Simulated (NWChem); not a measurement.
System meant: C3H5 cation

Input file for NWChem:

```
start job
memory heap 200 mb stack 900 mb global 1100 mb
charge 1
geometry units angstroms noautoz
  C     -1.191619     0.000000     0.207259
  C      0.000000     0.000000    -0.498564
  C      1.191619     0.000000     0.207259
  H     -2.154686     0.000000    -0.300896
  H     -1.206228     0.000000     1.296434
  H      0.000000     0.000000    -1.585153
  H      2.154686     0.000000    -0.300896
  H      1.206228     0.000000     1.296434
end
basis spherical
  * library def2-svp
end
dft
  odft
  mult 2
  xc pbe0
  iterations 150
  mulliken
end
task dft energy
```

End of the output:

```
 Summary of "ao basis" -> "" (spherical)
 ------------------------------------------------------------------------------
       Tag                 Description            Shells   Functions and Types
 ---------------- ------------------------------  ------  ---------------------
 *                          def2-svp                  on all atoms

                                 NWChem DFT Module
                                 -----------------

 Summary of "ao basis" -> "ao basis" (spherical)
 ------------------------------------------------------------------------------
       Tag                 Description            Shells   Functions and Types
 ---------------- ------------------------------  ------  ---------------------
 C                          def2-svp                 6       14   3s2p1d
 H                          def2-svp                 3        5   2s1p

 Summary of "ao basis" -> "ao basis" (spherical)
 ------------------------------------------------------------------------------
       Tag                 Description            Shells   Functions and Types
 ---------------- ------------------------------  ------  ---------------------
 C                          def2-svp                 6       14   3s2p1d
 H                          def2-svp                 3        5   2s1p

      Symmetry analysis of basis
      --------------------------

        a1         28
        a2          7
        b1         22
        b2         10

  number of electrons :                   22
  multiplicity        :                    2
 ------------------------------------------------------------------------
  no. of electrons and multiplicity not compatible                  22
 ------------------------------------------------------------------------
 ------------------------------------------------------------------------
  current input line :
    24: task dft energy
 ------------------------------------------------------------------------
 ------------------------------------------------------------------------
 There is an error in the input file
 ------------------------------------------------------------------------
 For more information see the NWChem manual at https://nwchemgit.github.io

0: no. of electrons and multiplicity not compatible:Received an Error in Communication
```

Q: Can this run be used? If not, why, and what is the fix?

A: The input was rejected before any calculation. Cause: the multiplicity doesn't fit the number of electrons (an even count wants an odd multiplicity, and the reverse). This input runs:
```
start job
memory heap 200 mb stack 900 mb global 1100 mb
charge 1
geometry units angstroms noautoz
  C     -1.191619     0.000000     0.207259
  C      0.000000     0.000000    -0.498564
  C      1.191619     0.000000     0.207259
  H     -2.154686     0.000000    -0.300896
  H     -1.206228     0.000000     1.296434
  H      0.000000     0.000000    -1.585153
  H      2.154686     0.000000    -0.300896
  H      1.206228     0.000000     1.296434
end
basis spherical
  * library def2-svp
end
dft
  xc pbe0
  iterations 150
  mulliken
end
task dft energy
```
It converges to -116.72602 Ha (PBE0/def2-SVP).
